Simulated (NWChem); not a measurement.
Everything below was run with NWChem. System: silene (CH$_{4}$Si), charge 0, spin multiplicity 1, at a geometry optimised with PBE0/def2-SVP. Level: G0W0@PBE0/def2-TZVPD, RI basis def2-tzvpd-rifit.

NWChem printed:

```
             Northwest Computational Chemistry Package (NWChem) 7.3.0
             --------------------------------------------------------

                                NWChem Input Module
                                -------------------

 Scaling coordinates for geometry "geometry" by  1.889725989
 (inverse scale =  0.529177249)

 Turning off AUTOSYM since
 SYMMETRY directive was detected!

                             Geometry "geometry" -> ""
                             -------------------------

 Output coordinates in angstroms (scale by  1.889725989 to convert to a.u.)

  No.       Tag          Charge          X              Y              Z
 ---- ---------------- ---------- -------------- -------------- --------------
    1 C                    6.0000     0.00000000     0.00000000     1.15693300
    2 Si                  14.0000     0.00000000     0.00000000    -0.55068200
    3 H                    1.0000     0.92661800     0.00000000     1.73787000
    4 H                    1.0000    -0.92661800     0.00000000     1.73787000
    5 H                    1.0000    -1.24962300     0.00000000    -1.35389500
    6 H                    1.0000     1.24962300     0.00000000    -1.35389500

 Effective nuclear repulsion energy (a.u.)      51.1946191255

            Nuclear Dipole moment (a.u.)
            ----------------------------
        X                 Y               Z
 ---------------- ---------------- ----------------
     0.0000000000     0.0000000000    -0.0000000000

      Symmetry information
      --------------------

 Group name             C2v
 Group number             16
 Group order               4
 No. of unique centers     4

      Symmetry unique atoms

     1    2    3    5


 Summary of "ao basis" -> "" (spherical)
 ------------------------------------------------------------------------------
       Tag                 Description            Shells   Functions and Types
 ---------------- ------------------------------  ------  ---------------------
 *                         def2-tzvpd                 on all atoms

 new library libraries.bse/

 Summary of "ri basis" -> "" (spherical)
 ------------------------------------------------------------------------------
       Tag                 Description            Shells   Functions and Types
 ---------------- ------------------------------  ------  ---------------------
 *                      def2-tzvpd-rifit              on all atoms

                                 NWChem DFT Module
                                 -----------------

 Summary of "ao basis" -> "ao basis" (spherical)
 ------------------------------------------------------------------------------
       Tag                 Description            Shells   Functions and Types
 ---------------- ------------------------------  ------  ---------------------
 C                         def2-tzvpd               13       37   6s3p3d1f
 Si                        def2-tzvpd               15       43   6s5p3d1f
 H                         def2-tzvpd                5        9   3s2p

 Summary of "ao basis" -> "ao basis" (spherical)
 ------------------------------------------------------------------------------
       Tag                 Description            Shells   Functions and Types
 ---------------- ------------------------------  ------  ---------------------
 C                         def2-tzvpd               13       37   6s3p3d1f
 Si                        def2-tzvpd               15       43   6s5p3d1f
 H                         def2-tzvpd                5        9   3s2p

      Symmetry analysis of basis
      --------------------------

        a1         50
        a2         12
        b1         32
        b2         22

            General Information
            -------------------
          SCF calculation type: DFT
          Wavefunction type:  closed shell.
          No. of atoms     :     6
          No. of electrons :    24
           Alpha electrons :    12
            Beta electrons :    12
          Charge           :     0
          Spin multiplicity:     1
          Use of symmetry is: on ; symmetry adaption is: on
          Maximum number of iterations: 100
          This is a Direct SCF calculation.
[...]
     9      0.303598  1 C  pz                55     -0.303953  2 Si pz
    12      0.211965  1 C  pz                46      0.131388  2 Si pz
    52     -0.130335  2 Si pz               100      0.123956  5 H  s
   109      0.123956  6 H  s                 82      0.110665  3 H  s
    91      0.110665  4 H  s                 15      0.097676  1 C  pz

 Vector   11  Occ=2.000000D+00  E=-3.671341D-01  Symmetry=b1
              MO Center= -8.4D-14, -2.0D-13, -7.8D-01, r^2= 2.9D+00
   Bfn.  Coefficient  Atom+Function         Bfn.  Coefficient  Atom+Function
  ----- ------------  ---------------      ----- ------------  ---------------
    53      0.266284  2 Si px               100     -0.222157  5 H  s
   109      0.222157  6 H  s                 99     -0.135866  5 H  s
   108      0.135866  6 H  s                  7     -0.127314  1 C  px
   101     -0.122657  5 H  s                110      0.122657  6 H  s
    44     -0.111424  2 Si px                50      0.107875  2 Si px

 Vector   12  Occ=2.000000D+00  E=-2.430685D-01  Symmetry=b2
              MO Center= -2.3D-16, -1.2D-15,  5.1D-01, r^2= 2.2D+00
   Bfn.  Coefficient  Atom+Function         Bfn.  Coefficient  Atom+Function
  ----- ------------  ---------------      ----- ------------  ---------------
    54      0.317046  2 Si py                 8      0.295582  1 C  py
    11      0.286239  1 C  py                57      0.178925  2 Si py
    14      0.160287  1 C  py                45     -0.111642  2 Si py
    51      0.104111  2 Si py                48     -0.054268  2 Si py
    60      0.041842  2 Si d -1              65      0.034533  2 Si d -1

 Vector   13  Occ=0.000000D+00  E=-4.809937D-02  Symmetry=b2
              MO Center=  3.2D-15,  7.5D-16, -3.0D-01, r^2= 3.8D+00
   Bfn.  Coefficient  Atom+Function         Bfn.  Coefficient  Atom+Function
  ----- ------------  ---------------      ----- ------------  ---------------
    57      0.451110  2 Si py                54      0.350871  2 Si py
    11     -0.251597  1 C  py                 8     -0.248089  1 C  py
    14     -0.206122  1 C  py                70     -0.124056  2 Si d -1
    45     -0.114917  2 Si py                51      0.113485  2 Si py
    65     -0.097908  2 Si d -1              60     -0.073989  2 Si d -1

 Vector   14  Occ=0.000000D+00  E= 1.446653D-02  Symmetry=a1
              MO Center= -1.6D-12,  7.3D-16,  6.7D-01, r^2= 8.5D+00
   Bfn.  Coefficient  Atom+Function         Bfn.  Coefficient  Atom+Function
  ----- ------------  ---------------      ----- ------------  ---------------
    42      2.646262  2 Si s                  5     -2.389735  1 C  s
     6     -2.264824  1 C  s                 58      0.865591  2 Si pz
    83      0.752314  3 H  s                 92      0.752314  4 H  s
    71      0.551658  2 Si d  0              15      0.446256  1 C  pz
    28     -0.355796  1 C  d  0               4      0.303054  1 C  s

 Vector   15  Occ=0.000000D+00  E= 1.984543D-02  Symmetry=a1
              MO Center=  1.3D-13, -1.3D-15, -1.4D+00, r^2= 7.8D+00
   Bfn.  Coefficient  Atom+Function         Bfn.  Coefficient  Atom+Function
  ----- ------------  ---------------      ----- ------------  ---------------
    43      2.420346  2 Si s                  6     -1.492330  1 C  s
    42     -1.216418  2 Si s                 58      0.601292  2 Si pz
     5     -0.501924  1 C  s                 83      0.390691  3 H  s
    92      0.390691  4 H  s                 73      0.374704  2 Si d  2
    41     -0.350991  2 Si s                 30     -0.206835  1 C  d  2

 center of mass
 --------------
 x =   0.00000000 y =   0.00000000 z =  -0.03217243

 moments of inertia (a.u.)
 ------------------
         122.543197022032           0.000000000000           0.000000000000
           0.000000000000         139.963680488463           0.000000000000
           0.000000000000           0.000000000000          17.420483466431

     Multipole analysis of the density
     ---------------------------------

     L   x y z        total         alpha         beta         nuclear
     -   - - -        -----         -----         ----         -------
     0   0 0 0     -0.000000    -12.000000    -12.000000     24.000000

     1   1 0 0     -0.000000     -0.000000     -0.000000      0.000000
     1   0 1 0     -0.000000     -0.000000     -0.000000      0.000000
     1   0 0 1     -0.306762     -0.153381     -0.153381     -0.000000

     2   2 0 0    -15.258844    -16.272035    -16.272035     17.285227
     2   1 1 0      0.000000      0.000000      0.000000      0.000000
     2   1 0 1      0.000000      0.000000      0.000000      0.000000
     2   0 2 0    -17.073659     -8.536830     -8.536830      0.000000
     2   0 1 1      0.000000      0.000000      0.000000      0.000000
     2   0 0 2    -15.044539    -46.773481    -46.773481     78.502424

 Task  times  cpu:       12.0s     wall:       12.0s

                                NWChem Input Module
                                -------------------

                                 NWChem GW Module
                                 ----------------

                             ***********************
                             ***        GW       ***
                             ***********************

 Summary of "ri basis" -> "ri basis" (spherical)
 ------------------------------------------------------------------------------
       Tag                 Description            Shells   Functions and Types
 ---------------- ------------------------------  ------  ---------------------
 C                      def2-tzvpd-rifit            26       92   9s7p5d4f1g
 Si                     def2-tzvpd-rifit            33      129   10s8p7d6f2g
 H                      def2-tzvpd-rifit            10       24   5s3p2d

                 Memory Information
                 ------------------
          Available GA per process is          1699.9 MBs
          Available stack per process is        700.0 MBs
          Available heap per process is           0.0 MBs

          Peak memory in Initialization
              Peak GA per process is                  4.8 MBs
              Peak stack per process is               0.2 MBs
              Peak heap per process is                5.1 MBs
              Memory not in MA per process            0.0 MBs

          Peak memory in AFF Calculation
              Peak GA per process is                 18.8 MBs
              Peak stack per process is              11.9 MBs
              Peak heap per process is                0.0 MBs
              Memory not in MA per process           11.9 MBs

          Computing 2-center integrals
          Computing Inverse Cholesky factor
          Computing 3-center integrals
          Computing V_xc ...

          Computing Sigma_x
          Computing RPA polarizability
          Solving quasiparticle equations

                  Alpha Orbitals
          State     Energy (eV)     Error (eV)
          -----------------------------------
@GW         9        -13.904           0.005
@GW        10        -12.296           0.005
@GW        11        -12.412           0.002
@GW        12         -8.601           0.004
@GW        13          0.694           0.004
@GW        14          1.744           0.003

   Applying  -1.9868 eV scissor-shift to rest of particle states

   Applying   2.0033 eV scissor-shift to rest of hole states

     GW Timing Statistics
   ------------------------
   Init.   :          0.1s
     ERIs  :          1.4s
     Distr.:          0.0s
     Vxc   :          1.5s
   Sigma_x :          0.0s
   RPA     :          0.6s
   Wmn     :          0.0s
   Sigma_c :          0.0s
   GW total:          3.7s

 Task  times  cpu:        3.7s     wall:        3.7s

 Total times  cpu:       15.8s     wall:       15.8s
```

Task: Write an NWChem input that would produce this output.

Result: One answer among several that fit: 
```
start mol
memory heap 200 mb stack 700 mb global 1700 mb
geometry units angstroms nocenter noautoz
  C      0.000000     0.000000     1.156933
  Si     0.000000     0.000000    -0.550682
  H      0.926618     0.000000     1.737870
  H     -0.926618     0.000000     1.737870
  H     -1.249623     0.000000    -1.353895
  H      1.249623     0.000000    -1.353895
  symmetry group C2v
end
basis spherical
  * library def2-tzvpd
end
basis "ri basis" bse spherical
  * library def2-tzvpd-rifit
end
dft
  xc pbe0
  iterations 100
  direct
  tolerances tight
end
task dft energy
gw
  states alpha occ 4 vir 2
end
task dft gw
```
